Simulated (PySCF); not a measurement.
Vertical excitations of a molecule C₂H₈O₂Si from PySCF with TDA-PBE/def2-SVPD, as energy in eV (oscillator strength): 6.15 (0.012), 6.59 (0.012), 6.92 (0.011), 7.09 (0.025), 7.28 (0.000), 7.39 (0.026), 7.51 (0.014), 7.53 (0.001), 7.57 (0.025), 7.76 (0.056). Lowest triplet (TDA): 6.01 eV. Geometry optimised at ωB97X-D3(BJ)/def2-SVP. Other conformers were not sampled.

### Question
Pick the molecule that these values belong to.
(A) CC[SiH](O)O
(B) CO[SiH](C)O
(C) C[Si@H](O)CO
(D) OC[C@@H](O)[SiH3]

### Answer
B, CO[SiH](C)O
